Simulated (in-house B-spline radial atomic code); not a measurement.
**Ionising neutral rhenium with different functionals**

Computed with a B-spline radial code for spherical atoms: scalar-relativistic (spin-free X2C) Hamiltonian, Fermi nucleus of rms radius 5.3698 fm, spin-polarised at highest spin, spherical fractional occupations for the functionals, and exact exchange of hybrids averaged over the configuration. The ionisation energy is the difference of two self-consistent energies, [Xe] 4f14 5d5 6s2 → [Xe] 4f14 5d5 6s1, without Breit or QED terms; ε is the level of the shell that loses the electron (its least bound occupied spin orbital). There is no spin-orbit coupling in this Hamiltonian.

```csv
method,rung,ΔSCF (eV),-ε(6s) (eV)
PBE0,global hybrid,7.40,5.38
B3LYP,global hybrid,8.01,5.58
TPSSh,global hybrid,7.43,4.92
M06-2X,global hybrid,8.39,5.95
BHandHLYP,global hybrid,7.68,6.13
r2SCAN0,global hybrid,?,?
B97-1,global hybrid,?,?
HSE06,range-separated hybrid,7.43,5.06
wB97X,range-separated hybrid,8.42,7.80
CAM-B3LYP,range-separated hybrid,7.95,6.72
LC-wPBE,range-separated hybrid,7.20,7.32
```

**Question.** What does r2SCAN0 give?

**Answer.** ΔSCF 7.23 eV, and -ε(6s) = 5.50 eV.

**Question.** What does B97-1 give?

**Answer.** ΔSCF 8.30 eV, and -ε(6s) = 5.49 eV.

**Question.** Among the functionals, which spreads more, the ΔSCF values or the orbital energies?

**Answer.** The orbital energies: ΔSCF values span about 1.22 eV and the orbital energies 2.88 eV.

**Question.** How do they compare with the NIST value?

**Answer.** NIST lists 7.834 eV (measured, ground level to ground level). Errors run from -0.63 to +0.59 eV; CAM-B3LYP is closest (+0.12 eV), but part of that can be cancellation, since the calculations leave out spin-orbit coupling, Breit-QED terms, multiplet and fine-structure energies.
